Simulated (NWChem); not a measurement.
System: C3HFO3; SMILES O1C(=CF)OC1=O

Output (shortened):

```
             Northwest Computational Chemistry Package (NWChem) 7.3.0
             --------------------------------------------------------

                             Geometry "geometry" -> ""
                             -------------------------

 Output coordinates in angstroms (scale by  1.889725989 to convert to a.u.)

  No.       Tag          Charge          X              Y              Z
 ---- ---------------- ---------- -------------- -------------- --------------
    1 O                    8.0000     0.30383800     2.60320100     0.00000000
    2 C                    6.0000     0.09749200     1.45133500     0.00000000
    3 O                    8.0000     0.92121300     0.34839300     0.00000000
    4 C                    6.0000    -0.23217600    -0.39220200     0.00000000
    5 C                    6.0000    -0.50174200    -1.68910300     0.00000000
    6 F                    9.0000     0.45896000    -2.59948500     0.00000000
    7 O                    8.0000    -1.05921800     0.70480300     0.00000000
    8 H                    1.0000    -1.52766500    -2.05998200     0.00000000

 Effective nuclear repulsion energy (a.u.)     289.3409387547

                              NWChem Property Module
                              ----------------------

  itol2e modified to match energy
  convergence criterion.

                                 NWChem DFT Module
                                 -----------------

 Summary of "ao basis" -> "ao basis" (spherical)
 ------------------------------------------------------------------------------
       Tag                 Description            Shells   Functions and Types
 ---------------- ------------------------------  ------  ---------------------
 O                           6-31g*                  6       14   3s2p1d
 C                           6-31g*                  6       14   3s2p1d
 F                           6-31g*                  6       14   3s2p1d
 H                           6-31g*                  2        2   2s

  itol2e modified to match energy
  convergence criterion.

[...]

          -----------------------------------------
          Chemical Shielding Tensors (GIAO, in ppm)
          -----------------------------------------

                                NWChem CPHF Module
                                ------------------

  scftype          =     RHF
  nclosed          =       26
  nopen            =        0
  variables        =     1924
  # of vectors     =        3
  tolerance        = 0.10D-03
  level shift      = 0.00D+00
  max iterations   =       50
  max subspace     =       30

 SCF residual:    1.1245205084991990E-004

Iterative solution of linear equations
  No. of variables     1924
  No. of equations        3
  Maximum subspace       30
        Iterations       50
       Convergence  1.0D-04

   iter   nsub   residual    time
   ----  ------  --------  ---------
     1      3    4.29D-01      39.6
     2      6    2.89D-02      42.6
     3      9    1.86D-03      45.7
     4     12    1.17D-04      48.8
     5     15    6.99D-06      51.8

      Atom:    1  O
        Diamagnetic
    392.9151      4.4296      0.0000
      4.4296    417.0774      0.0000
      0.0000      0.0000    395.5134

        Paramagnetic
   -474.2635     13.4482     -0.0000
     13.4482   -422.9230     -0.0000
     -0.0000     -0.0000   -165.6984

        Total Shielding Tensor
    -81.3483     17.8778     -0.0000
     17.8778     -5.8456     -0.0000
     -0.0000     -0.0000    229.8150

           isotropic =      47.5404
          anisotropy =     273.4120

          Principal Components and Axis System
                 1           2           3
              229.8150    -85.3676     -1.8264

      1        -0.0000      0.9756      0.2193
      2        -0.0000     -0.2193      0.9756
      3         1.0000      0.0000      0.0000

      Atom:    2  C
        Diamagnetic
    252.1590      2.9566      0.0000
      2.9566    269.8586      0.0000
      0.0000      0.0000    231.9157

        Paramagnetic
   -290.0217     30.8579      0.0000
     30.8579   -127.9396     -0.0000
      0.0000     -0.0000   -159.7628

        Total Shielding Tensor
    -37.8627     33.8145      0.0000
     33.8145    141.9190      0.0000
      0.0000      0.0000     72.1529

           isotropic =      58.7364
          anisotropy =     133.9984

          Principal Components and Axis System
                 1           2           3
              148.0687     72.1529    -44.0124

      1         0.1789      0.0000      0.9839
      2         0.9839     -0.0000     -0.1789
      3         0.0000      1.0000     -0.0000

      Atom:    3  O
        Diamagnetic
    397.0905      2.3802      0.0000
      2.3802    409.1029     -0.0000
      0.0000     -0.0000    376.9041

        Paramagnetic
   -288.6726    -67.6492      0.0000
    -67.6492   -327.5547     -0.0000
      0.0000     -0.0000   -265.4719

        Total Shielding Tensor
    108.4179    -65.2690      0.0000
    -65.2690     81.5483     -0.0000
      0.0000     -0.0000    111.4322

           isotropic =     100.4661
          anisotropy =      91.7314

          Principal Components and Axis System
                 1           2           3
              161.6204    111.4322     28.3458

      1         0.7751     -0.0000      0.6318
      2        -0.6318      0.0000      0.7751
      3         0.0000      1.0000      0.0000

      Atom:    4  C
        Diamagnetic
    250.8818      1.7417      0.0000
      1.7417    267.2670      0.0000
      0.0000      0.0000    219.6886

[...]
```

Level: B3LYP/6-31G* (spherical d), GIAO. All runs use the structure optimised with PBE0/def2-SVP. The printed shielding anisotropy is the first printed principal value minus the mean of the other two.

Q: Which NWChem input produces such a log?

A: Several could match; the one computed here: the input that was run:
```
start job
memory heap 200 mb stack 900 mb global 1100 mb
geometry units angstroms noautosym nocenter noautoz
  O      0.303838     2.603201     0.000000
  C      0.097492     1.451335     0.000000
  O      0.921213     0.348393     0.000000
  C     -0.232176    -0.392202     0.000000
  C     -0.501742    -1.689103     0.000000
  F      0.458960    -2.599485     0.000000
  O     -1.059218     0.704803     0.000000
  H     -1.527665    -2.059982     0.000000
end
basis spherical
  * library 6-31g*
end
dft
  xc b3lyp
  iterations 150
end
property
  shielding
end
task dft property
```
